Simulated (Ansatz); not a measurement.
`CSB(C)O` → `[CH2]` (triplet) + `CB(O)S`  (formal loss of a carbene)

Computed with Ansatz on PBE0-D4/def2-TZVP structures; ΔE is electronic, products minus reactants. CBS: MP2 limit from def2 TZ/QZ plus the TZ coupled-cluster correction, frozen cores. This one scheme is used for every species. Functionals use def2-TZVPP. B3LYP here is the variant with VWN-RPA as its local correlation; programs differ in this. HSE06 is defined as in plane-wave codes. Triplets are unrestricted, without spin–orbit coupling. Each species was taken in one conformer, which may not be the lowest.

**Question.** Is it downhill or uphill in electronic energy at CCSD(T)/CBS, and by how much? (Estimate.)

**Answer.** The calculation gave: Uphill: ΔE = +425.3 kJ/mol.

**Question.** What do these levels give: LDA (SPW92), r2SCAN-D4, BHLYP-D4, PBE-QIDH, revPBE, PBE0, B3LYP, HSE06, CCSD(T)/def2-SVP, MP2/def2-TZVPP, HF/CBS(def2), CCSD/CBS(def2)? (Best estimate.)

**Answer.** Ansatz gave: LDA (SPW92) 496.9, r2SCAN-D4 403.5, BHLYP-D4 405.6, PBE-QIDH 420.5, revPBE 400.9, PBE0 417.2, B3LYP 407.2, HSE06 417.9, CCSD(T)/def2-SVP 396.5, MP2/def2-TZVPP 426.4, HF/CBS(def2) 273.7, CCSD/CBS(def2) 412.7 kJ/mol.

Largest T1 diagnostic among the species: 0.012.

From BLYP to BHLYP (50 % exact exchange), in def2-TZVPP and without D4, ΔE moves by −7.7 kJ/mol. Leaving LDA and LC-ωPBE aside and taking each functional with its dispersion term where it has one, the values, not all of them listed here, spread over 36.9 kJ/mol, from r2SCAN0-D4 to ωB97X-V. LDA lies +70.5 kJ/mol from PBE without D4. At CCSD(T), def2-SVP lies −28.7 kJ/mol from the extrapolated value and def2-TZVPP −13.5 kJ/mol.
